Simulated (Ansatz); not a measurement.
Born–Oppenheimer molecular dynamics of CH$_{5}$FOSiTe (10 atoms, charge 0, multiplicity 1). It starts at the highest image of a converged band. Of that band: Neighbouring images differ by up to 1.2 eV, so the band resolves the path poorly. A vibrational analysis at the climbing image gives one clearly imaginary mode, 1308i cm⁻¹: a first-order saddle point.

Theory: RKS BLYP-D4/def2-SVP in Ansatz 0.2.0.

```
ensemble                      : NVE (velocity Verlet)
time step                     : 0.5 fs
steps asked                   : 200
starting velocities drawn for : 300 K
seed                          : 4894
```

First frame:

```xyz
10
Properties=species:S:1:pos:R:3
C -1.554 -0.288 0.834
Te -0.108 1.282 1.460
Si 1.003 1.061 -0.849
O 1.769 -0.718 -0.786
F -0.243 0.713 -1.879
H -0.986 -1.141 0.426
H -2.222 0.141 0.070
H -2.114 -0.586 1.738
H 2.468 0.382 -1.148
H 2.070 -0.895 0.137
```

Problem. How far do the bonds stretch over the last three quarters of this one trajectory? (Pairs bonded in most of those frames.)

Solution. 
```json
{"bond": "C1–Te2", "mean (Å)": "2.220", "spread (Å)": "0.031", "shortest": "2.17", "longest": "2.26"}
{"bond": "C1–H6", "mean (Å)": "1.104", "spread (Å)": "0.006", "shortest": "1.09", "longest": "1.12"}
{"bond": "C1–H7", "mean (Å)": "1.107", "spread (Å)": "0.030", "shortest": "1.06", "longest": "1.15"}
{"bond": "C1–H8", "mean (Å)": "1.108", "spread (Å)": "0.037", "shortest": "1.05", "longest": "1.16"}
{"bond": "Te2–Si3", "mean (Å)": "2.850", "spread (Å)": "0.114", "shortest": "2.63", "longest": "2.98"}
{"bond": "Si3–F5", "mean (Å)": "1.688", "spread (Å)": "0.023", "shortest": "1.65", "longest": "1.72"}
{"bond": "O4–H9", "mean (Å)": "0.991", "spread (Å)": "0.032", "shortest": "0.94", "longest": "1.06"}
{"bond": "O4–H10", "mean (Å)": "0.988", "spread (Å)": "0.028", "shortest": "0.93", "longest": "1.03"}
```

Mean temperature of the second half: 716 K. The conserved energy stayed within 0.23 meV per atom of its start (net change 0.2 meV per atom), so the integration is sound. The system heated up, since it started high on the potential surface and ran downhill. A run of 0.1 ps of so small a system gives no equilibrium averages. The orbitals stay closed-shell, which can raise the energy where a bond breaks towards radicals; this wasn't checked here.

Time of the run: 6.4 min on 2 threads of Arm Neoverse V2, with other jobs on the host, peak memory 0.14 GiB.
